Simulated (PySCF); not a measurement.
How the functional moves excitation energies

BrFGeH₂.
SMILES with atom numbers: `[F:1][GeH2:2][Br:3]` (hydrogens: H4, H5 on Ge2)

Linear-response calculations in the def2-SVPD basis (PySCF; singlets by full response, triplets Tamm–Dancoff, core orbitals frozen in the response; HF means time-dependent Hartree–Fock). 'Strongest' is the level of largest summed f among the singlets computed (10 roots, of which the last may lack a degenerate partner); it can jump between rows when another state enters that window. S1 is the lowest singlet of each run and needn't be the same state throughout; f(S1) is that of one state. Geometry: PBE0-D3(BJ)/def2-SVP; no solvent, vibrations or thermal averaging. Relativistic effects, spin–orbit coupling among them, are left out although an element past zinc is present.

```csv
functional,kind,S1 (eV),f(S1),strongest (eV),T1 (eV),HOMO (eV),gap (eV),"ionisation energy, ΔSCF (eV)"
LDA,LDA,5.72,0.018,7.58,5.29,-7.52,5.46,10.90
PBE,GGA,5.82,0.018,7.63,5.34,-7.42,5.58,10.76
B3LYP,"global hybrid, 20% exact exchange",6.11,0.020,8.31,5.61,-8.44,7.20,11.08
BHandHLYP,"global hybrid, 50% exact exchange",6.66,0.022,8.97,6.10,-9.85,9.75,11.16
CAM-B3LYP,range-separated hybrid,6.39,0.021,8.68,5.86,-10.02,9.99,11.21
wB97X-D,range-separated hybrid,6.52,0.021,8.81,6.01,-10.58,11.35,11.18
LC-wPBE,range-separated hybrid,6.77,0.020,9.12,6.17,-11.42,12.56,11.29
HF,Hartree–Fock,7.51,0.028,9.76,6.83,-11.70,13.60,not settled
```

Q: What does PBE0 (global hybrid, 25% exact exchange) give?

A: S1 (eV) 6.33, f(S1) 0.021, strongest (eV) 8.52, T1 (eV) 5.80, HOMO (eV) -8.71, gap (eV) 7.78, ionisation energy, ΔSCF (eV) 11.09. S1 runs from 5.72 eV (LDA) to 7.51 eV (HF), a spread of 1.79 eV, while the orbital gap spreads over 8.1 eV. Along PBE (0%), B3LYP (20%), PBE0 (25%), BHandHLYP (50%), HF (100%) S1 rises with the share of exact exchange. −ε(HOMO) comes closest to its own ΔSCF ionisation energy with LC-wPBE (+0.13 eV) and misses most with LDA (-3.37 eV). 'Not settled' means that the ion's SCF failed to converge or may have ended in another state than the lowest.
